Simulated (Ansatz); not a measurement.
`[CH3][AlH][AlH][F]` + `N=C=O` → `[CH3][AlH][N]=C=O` + `[F][AlH2]` at 600 K and 1 bar (cleavage of the Al–Al bond).

Calculated with Ansatz (gas phase, PBE0-D4/def2-TZVP geometries, no zero-point term in ΔE). CBS: MP2 limit from def2 TZ/QZ plus the TZ coupled-cluster correction, frozen cores. This one scheme is used for every species. One conformer a species, not always the lowest.

```tsv
species	CCSD(T)/CBS energy (Eh)	H − E (kJ/mol)	S (J/(mol·K))
`[CH3][AlH][AlH][F]`	-624.94366	197.1	468.8
`N=C=O`	-168.51995	83.3	274.5
`[CH3][AlH][N]=C=O`	-450.45557	205.1	451.0
`[F][AlH2]`	-343.06661	68.4	279.9
```

H − E and S are ideal-gas, rigid-rotor, harmonic terms from PBE0-D4/def2-TZVP, for one conformer and one mirror image of each species. 1 Eh = 2625.50 kJ/mol, R = 8.31446 J/(mol·K).

Question: By hand: ΔE, ΔH, ΔS and ΔG.

Answer: ΔE = (-450.45557) + (-343.06661) − (-624.94366) − (-168.51995) = -0.05857 Eh = -153.8 kJ/mol. Δ(H − E) = 205.1 + 68.4 − 197.1 − 83.3 = -6.9, so ΔH = -160.7 kJ/mol. ΔS = 451.0 + 279.9 − 468.8 − 274.5 = -12.4 J/(mol·K). ΔG = -160.7 − 600 × (-12.4)/1000 = -153.3 kJ/mol.

Question: By hand: the equilibrium constant, and the temperature at which ΔG would vanish if ΔH and ΔS stayed fixed.

Answer: log₁₀ K = −ΔG/(RT ln 10) = 13.3. ΔG = 0 at ΔH/ΔS = 12960 K, far beyond where these terms or the molecules hold.

The number of gas molecules stays the same, so ΔS is small and ΔH decides. A doubt of 5 kJ/mol in ΔE shifts log₁₀ K by 0.4 here. Other conformers and mirror images would add mixing entropy, several J/(mol·K) or more a flexible species. Modes under 60 cm⁻¹, often nearly free rotors, make the harmonic entropy too high. These are equilibria of isolated gas molecules and say nothing of rates. Largest T1 diagnostic: 0.018 (customary marks: 0.02 for closed shells, 0.045 for open ones).
